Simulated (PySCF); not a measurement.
## `C=CCN[Si@H]([SiH3])SC`: 4 charge schemes on one density

Compound: C₄H₁₃NSSi₂.
SMILES with atom numbers: `[CH2:1]=[CH:2][CH2:3][NH:4][Si@H:5]([SiH3:6])[S:7][CH3:8]` (hydrogens: H9, H10 on C1; H11 on C2; H12, H13 on C3; H14 on N4; H15 on Si5; H16, H17, H18 on Si6; H19, H20, H21 on C8)

Structure used (GFN2-xTB), in Å, numbered top down from 1:
```
atom  x, y, z in Å
C1    -3.2022    0.2815   -0.7340
C2    -2.7439    0.4681    0.4887
C3    -1.8328   -0.4862    1.2002
N4    -0.5355    0.0949    1.4690
Si5    0.6146    0.3068    0.2166
Si6    1.1362   -1.7539   -0.7008
S7     2.2388    1.2389    1.2922
C8     3.4714    1.2197   -0.0381
H9    -2.9699   -0.6113   -1.2918
H10   -3.8359    1.0002   -1.2251
H11   -2.9791    1.3725    1.0345
H12   -1.6778   -1.3753    0.5850
H13   -2.2850   -0.7949    2.1497
H14   -0.5684    0.7853    2.2056
H15    0.2567    1.3239   -0.7990
H16    1.5896   -2.7553    0.2679
H17   -0.0324   -2.3140   -1.3876
H18    2.1937   -1.6499   -1.7143
H19    4.3443    1.7503    0.3274
H20    3.7344    0.1933   -0.2772
H21    3.0742    1.7225   -0.9146
```

Density: PBE0/pcSseg-1 (PySCF); schemes: Mulliken, IAO, Hirshfeld and ESP-fitted. Isolated species at its GFN2-xTB geometry (one conformer only).

Problem. Which atoms carry the lowest charge in the Mulliken, IAO, Hirshfeld and ESP-fitted schemes?

Solution. All schemes agree: Mulliken N4 (-0.658); IAO N4 (-0.669); Hirshfeld N4 (-0.243); ESP-fitted N4 (-0.765).

Problem. At which atom do the 4 schemes differ most?

Solution. At N4: from -0.765 (ESP-fitted) to -0.243 e (Hirshfeld), 0.522 e apart.

Problem. Give the atomic charges in each scheme.

Solution. In e:

```csv
atom,environment,Mulliken,IAO,Hirshfeld,ESP-fitted
C1,terminal =CH2 carbon,-0.155,-0.320,-0.101,-0.491
C2,alkene CH carbon,-0.243,-0.147,-0.043,-0.150
C3,sp3 carbon bound to nitrogen,+0.003,-0.145,-0.022,+0.072
N4,silicon-bound nitrogen,-0.658,-0.669,-0.243,-0.765
Si5,SiH silicon,+0.584,+0.696,+0.271,+0.376
Si6,SiH3 silicon,+0.147,+0.245,+0.205,+0.249
S7,sulfur bonded to C and Si,-0.319,-0.188,-0.111,-0.293
C8,S-methyl carbon,-0.410,-0.498,-0.118,-0.319
H9,vinylic hydrogen,+0.113,+0.143,+0.044,+0.211
H10,vinylic hydrogen,+0.119,+0.154,+0.048,+0.201
H11,vinylic hydrogen,+0.103,+0.142,+0.044,+0.161
H12,methylene hydrogen,+0.126,+0.134,+0.041,+0.102
H13,methylene hydrogen,+0.133,+0.148,+0.047,+0.088
H14,N–H hydrogen,+0.202,+0.260,+0.115,+0.421
H15,Si–H hydrogen,-0.056,-0.151,-0.097,-0.056
H16,Si–H hydrogen,-0.038,-0.087,-0.068,-0.064
H17,Si–H hydrogen,-0.066,-0.098,-0.075,-0.081
H18,Si–H hydrogen,-0.063,-0.097,-0.074,-0.088
H19,methyl hydrogen,+0.161,+0.172,+0.053,+0.185
H20,methyl hydrogen,+0.162,+0.152,+0.041,+0.125
H21,methyl hydrogen,+0.154,+0.153,+0.044,+0.115
```

Mean size of the charges over all atoms: IAO 0.229 e, ESP-fitted 0.220 e, Mulliken 0.191 e, Hirshfeld 0.091 e. Each set sums to the total charge, 0, to within 0.001 e. The IAO scheme counts the electrons in orthogonalised intrinsic atomic orbitals, a minimal basis polarised so that it spans the occupied orbitals exactly. The ESP scheme is a least-squares fit of atom-centred charges to the potential on four shells outside the van der Waals surface, with the total charge fixed.

Problem. How closely do the schemes follow one another over all atoms?

Solution. Correlation coefficient and root-mean-square difference: Mulliken with IAO 0.97, 0.078 e; IAO with Hirshfeld 0.95, 0.183 e; IAO with ESP-fitted 0.92, 0.116 e; Mulliken with ESP-fitted 0.91, 0.115 e; Mulliken with Hirshfeld 0.91, 0.158 e; Hirshfeld with ESP-fitted 0.89, 0.186 e.

Problem. How many electrons does the Mulliken scheme count on N4?

Solution. Z − q = 7 − (-0.658) = 7.658.

The run behind these numbers computed NMR shieldings as well. Time: 86 s wall; peak memory 1.1 GiB. Hardware: one thread, Arm Neoverse N1 (aarch64), no GPU, shared host with 64 logical CPUs at a one-minute load of 60.
